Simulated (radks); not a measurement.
Q: These are the eigenvalues of the occupied orbitals of an atom or ion with whole-number occupations (eV). Method: Dirac Kohn-Sham, PBE, spin-unpolarised, spherical densities, point nucleus; computed with a radial shooting solver on a logarithmic mesh with Libxc functionals.

| orbital | eigenvalue |
|---|---|
| 1s1/2 | -12486.21 |
| 2s1/2 | -2232.997 |
| 2p1/2 | -2080.769 |
| 2p3/2 | -2043.405 |
| 3s1/2 | -801.2570 |
| 3p1/2 | -750.4978 |

Which element is it, and in what charge state? The configuration may be excited. Open shells, if any, fill j = l - 1/2 first.

A: Z = 33, arsenic, charge +19: As19+ in [Ne] 3s2 3p2. The list shows which subshells hold electrons but not how many an open one holds; the 1s level, -458.86 hartree, gives Z - s = 30.3 by -(Z - s)^2/2, which with screening and relativity narrows Z to a few neighbours, and the depths of the outer levels then fix element, charge and occupations together.
